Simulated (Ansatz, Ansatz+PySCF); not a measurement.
```yaml
atoms:
  - { symbol: C, position_ang: [0.0000, 0.0000, -1.9594] }
  - { symbol: I, position_ang: [0.0000, 0.0000, 0.3534] }
  - { symbol: H, position_ang: [0.0000, -1.1253, -2.3239] }
  - { symbol: H, position_ang: [-0.9746, 0.5627, -2.3239] }
  - { symbol: H, position_ang: [0.9746, 0.5627, -2.3239] }
```

Basis set: def2-SVP (spherical functions, with the set's core potentials past Kr). Left uncorrelated: 5 orbitals. Charge 0, multiplicity 1.

Computed with Ansatz (development build ahead of 0.2.0); each method stands on the lowest determinant of its kind that the runs found. Restricted open shells among the atoms or ions are ROHF, correlated in semicanonical orbitals with singles.

Task: Give the atomization energy at this shape (free ground-state atoms in the same class of orbitals less the molecule, no zero-point energy) of singlet CH3I by RHF-CCSD(T), RHF-MP2, RHF, UHF.

Result:

```tsv
method	atomization energy
RHF-CCSD(T)	342.39 kcal/mol
RHF-MP2	340.37 kcal/mol
RHF	265.98 kcal/mol
UHF	261.50 kcal/mol
```

Caution: the shape is not the minimum.
